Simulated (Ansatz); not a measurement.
Molecule: sum formula BNH₂Cl₂ (charge 0, singlet). 
Coordinates optimised at B3LYP-D3(BJ)/def2-TZVP (Ansatz, a program for electronic structure):
```xyz
6

N     -1.7061    -0.3020     0.0927
B     -0.3439    -0.0609     0.0187
Cl     0.2555     1.5570    -0.3781
Cl     0.8112    -1.3682     0.3201
H     -2.0820    -1.2082     0.3154
H     -2.3906     0.4165    -0.0724
```
Charge 0, spin multiplicity 1.

Basis-set convergence of Hartree-Fock and CCSD correlation energies (hartree) with Ansatz. Cores are frozen in the correlated levels unless marked. No spin-orbit coupling. Non-relativistic.

```json
[
 {"basis": "cc-pV(D+d)Z", "functions": "84", "E(HF)": "-999.45908", "E(corr, CCSD)": "-0.56486"},
 {"basis": "cc-pV(T+d)Z", "functions": "166", "E(HF)": "-999.51187", "E(corr, CCSD)": "-0.72637"},
 {"basis": "cc-pV(Q+d)Z", "functions": "298", "E(HF)": "-999.52467", "E(corr, CCSD)": "-0.78053"},
 {"basis": "cc-pV(5+d)Z", "functions": "492", "E(HF)": "-999.52718", "E(corr, CCSD)": "-0.79818"}
]
```

Extrapolating the two largest sets (X = 4 and 5) as X^-3: E(corr) = (125·(-0.79818) - 64·(-0.78053))/61 = -0.8167 Eh, an estimate of the basis-set limit. The largest set recovers 97.7 % of it, the smallest 69.2 %.
